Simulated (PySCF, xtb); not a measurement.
Te(NH2)(SeH) (H3NSeTe), SMILES N[Te][SeH]. Atoms are numbered in the order given.

```xyz
6

Te     0.9135    -0.0163    -0.0014
N      0.7885    -1.9032     0.7913
H      1.2057    -1.9658     1.7184
H      1.1790    -2.6130     0.1739
Se    -1.5778     0.5199    -0.2491
H     -1.7629     1.0741     1.1103
```

Coordinates come from a B3LYP-D3(BJ)/def2-SVP optimisation. The def2 effective core potentials stand for the cores of Te; spin–orbit coupling is left out. Other conformers were not sampled.

Calculation: PySCF with IEF-PCM-M06-2X/def2-SVP.

The values are the electrostatic part of the solvation free energy, E(continuum) − E(gas) at the gas-phase geometry, in a cavity of scaled van der Waals radii (PySCF's table); cavitation and dispersion terms are not included. In vacuum the orbital gap is 6.75 eV. The dipole moment in vacuum is 2.32 D.

**Question.** Estimate the values in water (ε = 78.36), N,N-dimethylformamide (ε = 37.22), acetonitrile (ε = 35.69). (Estimate from the structure and the level; the computed values follow.)

**Answer.** 
```
solvent                    ε  ΔG(elec) (kcal/mol)  dipole (D)  gap (eV)
---------------------  -----  -------------------  ----------  --------
water                  78.36                 -5.9        3.19      6.81
N,N-dimethylformamide  37.22                 -5.8        3.17      6.80
acetonitrile           35.69                 -5.8        3.16      6.80
```

For comparison, GFN2-xTB/ALPB(water) (xtb, at the GFN2-xTB geometry, all terms of that model) gives -5.2 kcal/mol.
